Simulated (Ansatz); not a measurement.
Reaction: CH2S (SMILES C=S) → CHS (SMILES [CH]=S, doublet) + H (doublet) (the C-H bond breaks)
Each species at its own B3LYP-D3(BJ)/def2-TZVP minimum (Ansatz, an electronic-structure program).

Total energies in hartree (Ansatz). Open shells are spin-unrestricted; no spin-orbit coupling. Correlated methods leave the cores frozen. No relativity. For partners of very few electrons the exact lower level stands in for a higher one. The restricted determinant of CH2S (C=S, singlet) is unstable towards broken spin symmetry in at least one set run. The UHF reference of CHS ([CH]=S, doublet) is spin-contaminated (<S^2> up to 0.26 over the pure value in the sets run).

```csv
species,HF/cc-pV(T+d)Z,CCSD(T)/cc-pV(T+d)Z,HF/cc-pV(Q+d)Z,CCSD(T)/cc-pV(Q+d)Z,CCSDT(Q)/cc-pV(Q+d)Z
1: CH2S (SMILES C=S),-436.55883,-436.93752,-436.56510,-436.96612,-436.96807
"2: CHS (SMILES [CH]=S, doublet)",-435.93575,-436.28071,-435.94200,-436.30815,-436.31154
3: H (doublet),-0.49981,-0.49981,-0.49995,-0.49995,-0.49995
```

Problem. Work out the bond dissociation energy (electronic) in kcal/mol: take Hartree-Fock from cc-pV(Q+d)Z, extrapolate the CCSD(T) correlation energy as X^-3 (X = 3, 4), and add CCSDT(Q) - CCSD(T) in cc-pV(Q+d)Z. 1 hartree = 627.51 kcal/mol.

Solution. 
Species 1: correlation (64·(-0.40102) - 27·(-0.37869))/37 = -0.41731; step -0.00195; E1 = -436.56510 + (-0.41731) + (-0.00195) = -436.98436
Species 2: correlation (64·(-0.36615) - 27·(-0.34496))/37 = -0.38161; step -0.00339; E2 = -435.94200 + (-0.38161) + (-0.00339) = -436.32700
Species 3: correlation (64·(0.00000) - 27·(0.00000))/37 = 0.00000; step +0.00000; E3 = -0.49995 + (0.00000) + (+0.00000) = -0.49995
-1·E1 +1·E2 +1·E3 = 0.15741 hartree = 98.8 kcal/mol.
